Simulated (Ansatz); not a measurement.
Frontier orbitals of AgH$_{4}$NO (`[NH3+][Ag-][OH]`).

The species carries charge 0 and has multiplicity 1. Correlated methods include outer-core shells of Ag, which these sets cover unevenly. Ag: def2 effective core potential. The structure was optimised at the PBE0-D4/def2-TZVP level. It is one conformer, not always the lowest. Basis def2-TZVPP, Ansatz 0.2.0.

```
             functional  HOMO (eV)  LUMO (eV)  gap (eV)
                    PBE      -4.47      -1.55      2.92
                   BLYP      -4.41      -1.58      2.83
                 r2SCAN      -4.68      -1.03      3.65
                   PBE0      -5.89      -0.78      5.11
HSE06 (plane-wave form)      -5.49      -1.14      4.35
                LC-ωPBE      -8.59       1.17      9.76
                ωB97X-V      -8.30       1.00      9.30
                ωB97M-V      -8.30       0.55      8.85
```

(1) What is the vertical ionisation energy at frozen-core CCSD(T)/def2-TZVPP? (Estimate.)

Answers

(1) Computed: 8.22 eV (T1 of the cation 0.022).

From PBE to PBE0 the HOMO moves by −1.42 eV and the LUMO by +0.77 eV, and with ωB97M-V by −3.83 and +2.10 eV, so the gap grows from 2.92 to 8.85 eV with exact exchange. A positive LUMO is unbound and depends on the basis. −ε(HOMO) differs from that ionisation energy by −3.75 eV with PBE and +0.08 eV with ωB97M-V.

LC-ωPBE has ω = 0.4 bohr⁻¹.
